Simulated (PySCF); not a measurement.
Si(F)3(SeH) (F₃HSeSi), SMILES F[Si]([SeH])(F)F.

Geometry optimised at B3LYP-D3(BJ)/def2-SVP. The structure was generated by enumeration, and PubChem lists no compound with its InChIKey, so it may never have been made. Other conformers were not sampled.

Calculation: ωB97X/def2-TZVP (PySCF).

Isolated molecule, no solvent.

| Item | Result |
|---|---|
| total energy | -2991.52669 hartree |
| point group | Cs |
| highest occupied level | -10.38 eV |
| lowest empty level | 1.57 eV |
| orbital gap | 11.95 eV |
| dipole moment | 1.81 D |
| quadrupole, principal values (traceless, Buckingham form, about the centre of nuclear charge) | -3.45, -0.85, 4.29 D·Å |
| mean static polarisability | 45.6 bohr³ (6.75 Å³) |
| polarisability, principal values | 39.1, 42.9, 54.7 bohr³ |
